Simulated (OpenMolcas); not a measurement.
# Ti2+, Zr2+, Hf2+: d² down the group

| Item | Value |
| --- | --- |
| Program | OpenMolcas 26.06 |
| Method | MS-RASPT2, IPEA 0.25 Eh, imaginary shift 0.1 Eh |
| Basis | ANO-RCC-VTZP |
| Scalar Hamiltonian | DKH2, point nucleus |
| Spin-orbit coupling | RASSI with atomic mean-field integrals over the reference wave functions, term energies averaged over their components |

Active space for each ion: 2 electrons in 9 orbitals (RAS2 d s; RAS3 p, at most 2 electrons); closed shells correlated by CASPT2: Ti2+ 3s 3p; Zr2+ 4s 4p; Hf2+ 5s 5p.

Computed levels in cm-1 above ³F₂:

```json
{"Level": "³F₃", "Ti2+": "198", "Zr2+": "704", "Hf2+": "3630"}
{"Level": "³F₄", "Ti2+": "455", "Zr2+": "1527", "Hf2+": "6640"}
{"Level": "³P₀", "Ti2+": "11140", "Zr2+": "8470", "Hf2+": "9680"}
{"Level": "³P₁", "Ti2+": "11210", "Zr2+": "8750", "Hf2+": "11940"}
{"Level": "³P₂", "Ti2+": "11350", "Zr2+": "9260", "Hf2+": "13480"}
{"Level": "¹G₄", "Ti2+": "14900", "Zr2+": "11490", "Hf2+": "15590"}
{"Level": "¹S₀", "Ti2+": "32380", "Zr2+": "23520", "Hf2+": "32640"}
{"Level": "weight of ³F in the lowest level (%)", "Ti2+": "100", "Zr2+": "99", "Hf2+": "78"}
```

Measured, with the error of the calculation in %. Measured levels: Ti2+ from Corliss and Sugar, J. Phys. Chem. Ref. Data 8, 1 (1979); Zr2+ from Moore, Atomic Energy Levels, vol. II, NSRDS-NBS 35 (1971 reprint of NBS Circular 467, 1952); NIST levels as listed in Rynkun, Gaigalas and Jonsson, Astron. Astrophys. 637, A10 (2020).

```tsv
Level	Ti2+	Zr2+
³F₃	185 (+7.3)	681 (+3.4)
³F₄	420 (+8.3)	1486 (+2.7)
³P₀	10538 (+5.7)	8062 (+5.1)
³P₁	10604 (+5.7)	8326 (+5.1)
³P₂	10721 (+5.9)	8838 (+4.8)
¹G₄	14398 (+3.5)	11049 (+4.0)
¹S₀	32476 (-0.3)	23979 (-1.9)
```

The fine-structure level ³F₄ changes by a factor of 14.6 from Ti2+ to Hf2+.

Without spin-orbit coupling ³P lies 11010, 8050, 8320 cm-1 above ³F in that order; the difference to the level ³P₀, of either sign, comes from spin-orbit coupling, which also lowers the zero.

CASPT2 breaks the degeneracy within a term, and the mean is taken; among the terms shown or strongly mixed into the levels shown the widest spread is 910 cm-1 (3d² ¹G, Ti2+). Terms from blocks run as CI alone lack orbitals of their own. Configurations are named by rounded mean occupations; where the s occupation lies near a half they are strongly mixed, a name can repeat and a true partner stay unpaired (holds for Hf2+). The CASPT2 spread within a term exceeds the gap to the next term for 5d² ¹D and 5d² ³F, so the order of their levels is uncertain (holds for Hf2+). Computed and measured levels are paired by configuration, term and J; levels that our copy of the source lacks, or whose pairing is in doubt (as where it misses far off the trend of its configuration), stay unpaired and out of the deviations. Only configurations of the active space appear.
